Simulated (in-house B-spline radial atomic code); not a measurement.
Pb⁴⁺. Computed with a B-spline radial atomic code. Model: all-electron spherical atom, spin shells full or empty, radial basis limit, no spin-orbit coupling, Breit or QED, empty-state partial waves extrapolated as (l+1/2)^-4, RPA, G0W0 and static COHSEX of the highest shell as one setting changes (uncorrelated shells keep exact exchange).

Without the two-electron picture change, core correlation of heavy ions comes too large.

Given: element Pb; charge 4; filled core Xe; hamiltonian one-electron scalar X2C; mean-field start HSE06; highest l of empty states 9; nuclear rms radius 5.5012 fm; highest mean-field shell 5d.

Shell: 4f 7 7, 5d 5 5 (electrons up and down).

```
lowest nl shells left uncorrelated  RPA correlation energy (hartree)  G0W0 level (eV)  G0W0 minus most complete (meV)  COHSEX level (eV)  linearised minus solved G0W0 (meV)
                                 0                           -6.9799          -70.138                               0            -73.483                               -24.2
                                 1                                 ?                ?                               ?                  ?                                   ?
                                 2                           -6.5178          -70.137                             0.8            -73.482                               -24.2
                                 3                           -5.8956          -70.136                             2.3            -73.487                               -24.1
                                 4                           -5.6951          -70.134                             3.5            -73.485                               -24.1
                                 5                           -5.0753          -70.131                             7.3            -73.483                               -24.1
                                 6                                 ?                ?                               ?                  ?                                   ?
                                 7                           -3.8575          -70.121                            17.2            -73.454                                 -24
                                 8                           -3.2905          -70.131                             7.1            -73.456                               -24.1
                                 9                           -2.3347          -70.221                           -82.9            -73.599                               -24.8
                                10                           -2.1361          -70.256                          -118.6            -73.624                               -25.2
                                11                          -0.86786           -70.01                           128.1            -73.076                               -23.2
                                12                          -0.48946          -70.377                          -239.2            -73.418                               -27.6
```

Q: What follows for lowest nl shells left uncorrelated = 6?

A: RPA correlation energy -4.0473 hartree; G0W0 level -70.119 eV; G0W0 minus most complete 19.3 meV; COHSEX level -73.455 eV; linearised minus solved G0W0 -24 meV.

Q: What follows for lowest nl shells left uncorrelated = 1?

A: RPA correlation energy -6.7334 hartree; G0W0 level -70.138 eV; G0W0 minus most complete 0 meV; COHSEX level -73.483 eV; linearised minus solved G0W0 -24.2 meV.
